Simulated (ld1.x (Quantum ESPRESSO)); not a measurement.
# What one change does to a pseudopotential (vanadium, TM semilocal)

```
Element                 : vanadium
Generator               : ld1.x (Quantum ESPRESSO) 7.5
Type                    : norm-conserving Troullier–Martins (semilocal form)
Functional              : LDA (PZ)
Relativity              : non-relativistic
Frozen core             : [Ar]
Valence charge          : 5
Reference configuration : 3d3 4s1.75 4p0 (charge +0.25)
Partial waves           : 4s (bound): rc 2.50 bohr; 3d (bound): rc 1.60 bohr; 4p (bound, empty): rc 2.55 bohr
Local potential         : the p channel
Core correction         : Bessel-smoothed model core, default radius (core density twice the valence density)
```

All-electron outer shells of the reference configuration (LDA (PZ), non-relativistic, ld1.x):

```csv
shell,level (eV),outermost node (bohr),outermost maximum (bohr)
3p,-45.59,0.35,0.84
3d,-7.31,–,0.88
4s,-6.28,1.18,2.72
4p,-2.82,1.30,3.50
```

Change: wave 3d (bound): rc 1.60 bohr becomes 3d (bound): rc 1.84 bohr.

Cutoffs: the cutoffs (Ry, on a coarse ladder) from which the occupation-weighted sum of valence levels, in a spherical-Bessel basis at the reference potential, stays within 10 and 1 mRy of its value at 400 Ry; they do not see the model core or the augmentation charge, which bear on the density cutoff. Errors are all-electron minus pseudo energies relative to the spin-unpolarised reference configuration.

What does the change do?

The potential gets softer (80 Ry and 100 Ry → 70 Ry and 80 Ry); of the 9 tests that both files solve, the error grows in 0 and shrinks in 2 by more than 15 % and 0.3 meV (median size 31.1 → 27.8 meV); neither file shows a bound ghost. A larger radius leaves more room for a smooth pseudo-wave, so fewer plane waves are needed. A semilocal file is local in each channel, so a ghost entry of none says nothing of the separable form that plane-wave codes build from it.

```tsv
quantity	base	changed
cutoff, loose	80 Ry	70 Ry
cutoff, tight	100 Ry	80 Ry
loose cutoff by channel (10 mRy a level)	s 6 Ry, d 70 Ry	s 6 Ry, d 55 Ry
bound ghosts	none	none
error for 3d3 4s2 4p0, meV [ΔE -1.38 eV]	-0.2	-0.1
error for 3d3 4s1 4p0, meV [ΔE 6.48 eV]	-2.9	-2.4
error for 3d3 4s0 4p0, meV [ΔE 20.90 eV]	-31	-28
error for 3d3 4s0 4p2, meV [ΔE 5.45 eV]	-3.7	-3.3
error for 3d4 4s1 4p0, meV [ΔE -1.03 eV]	-132	-130
error for 3d2 4s2 4p1, meV [ΔE 4.74 eV]	-339	-298
error for 3d3 4s0 4p1, meV [ΔE 10.56 eV]	-5.0	-3.9
error for 3d3 4s1.75 4p0 (spin-polarised), meV [ΔE -1.75 eV]	+119	+130
error for 3d3 4s2 4p0 (spin-polarised), meV [ΔE -3.03 eV]	+119	+129
s: phases at 2.74 bohr within 0.05 rad from the reference energy up to (Ry; the scan ends near 5)	2.2	2.2
p: phases at 2.74 bohr within 0.05 rad from the reference energy up to (Ry; the scan ends near 5)	1.1	1.1
d: phases at 2.74 bohr within 0.05 rad from the reference energy up to (Ry; the scan ends near 5)	1.0	0.8
```
